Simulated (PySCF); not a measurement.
Si(H)(F)(Br)(NH2) (BrFH₃NSi), SMILES Br[SiH](F)N. Geometry: PBE-D3(BJ)/def2-SVP. This is a generated structure with no PubChem entry under its InChIKey; it may be hypothetical. The values are those of a single conformer.

Task: Give the equilibrium geometry at PBE-D3(BJ)/def2-SVP (PySCF confirms it by a frequency run) as a Z-matrix. (An estimate is asked for; the answer gives what the named calculation found.)

Result: This is not unique; one that fits is 
```
Si
F 1 1.6393
N 1 1.7121 2 114.67
H 3 1.0221 1 120.89 2 75.07
H 3 1.0227 4 112.12 1 151.81
H 1 1.4898 2 106.45 3 -122.32
Br 1 2.2281 6 111.90 2 115.32
```
Charge 0, spin multiplicity 1.
